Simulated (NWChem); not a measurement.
GeHOI, singlet; SMILES [OH][Ge][I]

```xyz
4

Ge     0.4003     1.3673     0.0000
I     -0.0180    -1.1638     0.0000
O     -1.3072     1.8849     0.0000
H     -1.3993     2.8472     0.0000
```
Atoms are numbered in this order, from 1.

All runs: NWChem. Low-valent species are run as closed-shell singlets; no triplet was tried in these runs. Coordinates come from a PBE0/def2-SVP optimisation. def2 effective core potentials on I; no spin-orbit coupling.

For level PBE0/def2-SVP:

```yaml
highest occupied level (eV): -7.14
orbital gap (eV): 4.69
dipole (D): 3.27
```

Q: Estimate the same quantities for level PBE/def2-SVP.

A: 
- highest occupied level (eV): -6.04
- orbital gap (eV): 2.93
- dipole (D): 3.05
